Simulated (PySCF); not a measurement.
# Spinor energies of W⁶⁰⁺ (tungsten, charge +60)

Start: [Ne] 3s2 3p2; 3p1/2 filled at m_j = -1/2, +1/2. Calculated with PySCF 2.14 in an uncontracted even-tempered set (18 s from 19 bohr⁻², ratio 2.4; 14 p from 24 bohr⁻², ratio 2.4; 4 d from 82 bohr⁻², ratio 2.6; 4 f from 120 bohr⁻², ratio 2.6): generalised Hartree-Fock with the X2C-1e Hamiltonian and a Gaussian nucleus; one run each with spin-orbit coupling (SO) switched off, then screened by Boettger's factors.

```csv
spinor shell,electrons,"ε, spin-free (eV)","ε, screened SO (eV)",weight of nominal j (screened SO),"rms radius, screened SO (bohr)"
1s1/2,2,-74778.8,-74743.0,1.000,0.0208
2s1/2,2,-16842.4,-16826.8,1.000,0.0826
2p1/2,2,-15339.8,-16332.0,1.000,0.0700
3s1/2,2,-6766.0,-6759.7,1.000,0.198
3p1/2,2,-6349.6,-6592.4,1.000,0.187
```

Where does 2p3/2 lie, and what is the 2p spin-orbit splitting (screened SO)?

At -14923.4 eV, 1408.7 eV above 2p1/2.

```json
{"quantity": "E (hartree)", "spin-free": "-12043.78239", "screened SO": "-12077.39949"}
{"quantity": "M_J", "spin-free": "0", "screened SO": "0"}
{"quantity": "⟨J²⟩", "spin-free": "2.000", "screened SO": "0.000"}
{"quantity": "⟨L²⟩", "spin-free": "2.000", "screened SO": "1.352"}
{"quantity": "⟨S²⟩", "spin-free": "2.000", "screened SO": "1.352"}
```

Breit and QED terms are absent; they matter most for the inner s and p1/2 levels.

Densities and radii are taken from the X2C orbitals without a picture-change correction, which distorts them close to the nucleus.

Without spin-orbit coupling the j labels of p, d and f shells carry no meaning; the spin-free column gives the mean over the occupied spinors of each nl shell.
